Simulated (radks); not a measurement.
Removal energies from the aluminium ion Al5+, [He] 2s2 2p4, by Delta-SCF beside the eigenvalue of the level emptied. All-electron calculation, scalar-relativistic Kohn-Sham, r2SCAN, spin-polarised, spherical densities, finite nucleus; meta-GGA in the generalised Kohn-Sham scheme; Fermi nuclear charge, rms radius of each element as measured or else 0.836 A^(1/3) + 0.57 fm. Program: a radial shooting solver on a logarithmic mesh with Libxc functionals. Open shells are filled with parallel spins first.

removed from,final configuration,Delta-SCF (eV),-eigenvalue (eV)
2p,[He] 2s2 2p3,188.71,171.59
2s,[He] 2s1 2p4,226.31,210.82
